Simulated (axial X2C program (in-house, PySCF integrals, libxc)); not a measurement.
# Potential curves of RuN⁻, scalar-relativistic

Calculated with an axial X2C code built on PySCF integrals. Spin-free means the one-electron spin-free X2C Hamiltonian. Basis: Ru dyall-acv3z [13s13p9d5f3g], N dyall-av3z [7s7p3d2f] (cores contracted in-house); Gaussian nuclei, density fitting, unrestricted open shells. Masses: Ru 101.904 u, N 14.003 u.

State: M_S = 0, Λ = 0 (closed shell). Energies in kJ/mol from the fragments at the same level (Ru- + N). Fits are polynomials in 1 − R0/R over 0.85 to 1.23 times the lowest point R0.

| R (Å) | PBE0 | CCSD | PBE50 | HF |
| --- | --- | --- | --- | --- |
| 1.4626 | -455.29 | -396.32 | -334.20 | 151.15 |
| 1.5093 | -480.80 | -424.53 | -351.27 | 142.06 |
| 1.5560 | -487.96 | -434.36 | -350.34 | 150.68 |
| 1.6105 | -478.33 | -427.77 | -331.67 | 178.07 |
| 1.6649 | -454.20 | -406.56 | -298.93 | 219.25 |
| 1.7349 | -408.27 | -364.24 | -242.55 | 285.99 |

Correlated methods: 14 electrons correlated (number of frozen shells: Ru 4 s, 3 p, 1 d; N 1 s), 306 virtual spin orbitals or spinors in MP2, 88 natural virtuals in coupled cluster.

The state is one determinant whose occupation by symmetry is held fixed; it was picked as the lowest of a PBE0 search that is not exhaustive. The closed shell is kept restricted, so the energy runs too high when the bond is stretched far. Dissociation energies refer to the lowest single-determinant-based atoms at the same level and basis. CCSD ran in a truncated set of natural virtual spinors with an MP2 remainder; without triples it tends to underbind. The functionals have no current-density term, which raises determinants with orbital currents, atoms included. The highest occupied level of some functionals is positive through self-interaction error; at Hartree–Fock it is bound. The T1 diagnostic is large, a sign of multireference character. Hartree–Fock gets electron affinities wrong, so its lowest charge split need not be the true one. Coupled cluster ran on the points near the minimum only. MP2 and coupled cluster on one determinant become unreliable at the stretched end.

Task: What are Re, ωe and De at the PBE0 level?

Result: At PBE0, spin-free: Re = 1.554 Å, ωe ≈ 1230 cm⁻¹, De = 5.06 eV to Ru- + N; Be follows as 0.567 cm⁻¹.

Task: What are Re, ωe and De at the CCSD level?

Result: At CCSD, spin-free: Re = 1.563 Å, ωe ≈ 1210 cm⁻¹, De = 4.50 eV to Ru- + N; Be follows as 0.561 cm⁻¹.

Task: Fit the PBE50 curve near its minimum: give the equilibrium distance, the harmonic wavenumber and the well depth.

Result: At PBE50, spin-free: Re = 1.529 Å, ωe ≈ 1300 cm⁻¹, De = 3.66 eV to Ru- + N; Be follows as 0.585 cm⁻¹.

Task: Fit the HF curve near its minimum: give the equilibrium distance, the harmonic wavenumber and the well depth.

Result: At HF, spin-free: Re = 1.508 Å, ωe ≈ 1370 cm⁻¹, De = -1.47 eV to Ru- + N; Be follows as 0.602 cm⁻¹.
